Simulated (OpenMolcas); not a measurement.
Computed levels of 4d5 in ions with 41 electrons, in cm-1 above 6S 5/2.

```json
{
  "Program": "OpenMolcas 26.06",
  "Method": "MS-RASPT2, IPEA 0.25 Eh, imaginary shift 0.1 Eh",
  "Basis": "ANO-RCC-VQZP",
  "Scalar Hamiltonian": "DKH2, point nucleus",
  "Spin-orbit coupling": "state interaction with AMFI integrals over the reference wave functions, term energies averaged over their components"
}
```

Active space for each ion: 11 electrons in 8 orbitals (RAS1 4p, at most 2 holes; RAS2 4d); closed shells correlated by CASPT2: 4s.

| Level | Ru3+ | Rh4+ | Ag6+ |
| --- | --- | --- | --- |
| 4G 5/2 | 23320 | 26030 | 31170 |
| 4G 7/2 | 23560 | 26390 | 32000 |
| 4G 11/2 | 23630 | 26500 | 32240 |
| 4G 9/2 | 23700 | 26600 | 32450 |
| 4P 3/2 | 26440 | 29490 | 35040 |
| 4P 1/2 | 27150 | 30450 | 36590 |
| 4D 7/2 | 28340 | 31810 | 38560 |
| 4D 1/2 | 29180 | 33020 | 40580 |
| 4D 5/2 | 29720 | 33630 | 41250 |

Q: Estimate 4G 5/2, 4G 7/2 for Pd5+ from its neighbours Rh4+ and Ag6+.

A: 4G 5/2 is another term, which grows about linearly with the charge: (26030 + 31170) / 2 = 28600. The calculation gives 28630, so the estimate is off by -0.1 %.
4G 7/2 is another term, which grows about linearly with the charge: (26390 + 32000) / 2 = 29195. The calculation gives 29170, so the estimate is off by +0.1 %.

Mixed levels, with the weight of the term that names them: Ru3+ 4P 3/2 (60 %), Ru3+ 4P 1/2 (72 %), Ru3+ 4D 1/2 (72 %), Ru3+ 4D 5/2 (59 %), Rh4+ 4P 3/2 (57 %), Rh4+ 4P 1/2 (70 %), Rh4+ 4D 1/2 (71 %), Rh4+ 4D 5/2 (57 %), Pd5+ 4P 3/2 (55 %), Pd5+ 4P 1/2 (67 %), Pd5+ 4D 1/2 (68 %), Pd5+ 4D 5/2 (55 %), Ag6+ 4P 3/2 (56 %), Ag6+ 4P 1/2 (70 %), Ag6+ 4D 1/2 (71 %), Ag6+ 4D 5/2 (56 %).

CASPT2 breaks the degeneracy within a term, and the mean is taken; among the terms shown or strongly mixed into the levels shown the widest spread is 420 cm-1 (4d5 4G, Pd5+). Active for correlation alone: 4p; no level in the range computed is led by a configuration that opens it, so any true level of that kind is missing. Levels of configurations outside the active space are missing.
